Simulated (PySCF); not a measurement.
Input of a driver script around PySCF for `C[CH2][GaH2]`, coordinates in Å (PBE0-D3(BJ)/def2-SVP geometry):
```
{"job": {"kind": "eom", "basis": "aug-cc-pVDZ", "nee": 0}, "charge": 0, "multiplicity": 1}
C     -1.146811     0.399604     0.526805
C     -0.273753    -0.402721    -0.431974
Ga     1.676320    -0.137190    -0.265853
H     -2.222126     0.214489     0.365807
H     -0.931468     0.151909     1.578513
H     -0.982976     1.483675     0.419843
H     -0.533808    -0.183203    -1.484234
H     -0.459186    -1.487415    -0.326461
H      2.667598    -0.967599    -1.168324
H      2.256620     0.907487     0.764602
```

Question: What does the run print?

Answer: 
```
E(HF) = -2003.0085298080
E(MP2) = -2003.4148378611
E(CCSD) = -2003.4636252498
T1 diagnostic = 0.0086

EOM-IP-CCSD (eV)   Koopmans (eV)
   9.7125      10.3388
  10.7914      11.2870
  12.3201      13.1169
  12.8186      13.8372
  13.9300      14.8438
  15.0301      16.1191
  15.1093      16.1709
```

Level of theory: CCSD and EOM-CCSD/aug-cc-pVDZ in PySCF, restricted Hartree–Fock reference, 11 core orbitals frozen, non-relativistic, gas phase, PBE0-D3(BJ)/def2-SVP geometry. Each EOM-IP line stands beside −ε of the orbital with the largest one-hole amplitude.

Question: What correlation energies follow, and how does the T1 diagnostic stand?

Answer: MP2 -0.40631 Eh, CCSD -0.45510 Eh; CCSD lies 48.8 mEh below MP2. T1 = 0.0086, below the customary warning level of 0.02.

Question: Which orbital leads each EOM-IP root, and how large is the one-hole share of its vector?

Answer: 9.71 eV: HOMO, one-hole share 0.95; 10.79 eV: HOMO-1, one-hole share 0.94; 12.32 eV: HOMO-2, one-hole share 0.96; 12.82 eV: HOMO-3, one-hole share 0.95; 13.93 eV: HOMO-4, one-hole share 0.94; 15.03 eV: HOMO-5, one-hole share 0.95; 15.11 eV: HOMO-6, one-hole share 0.91.
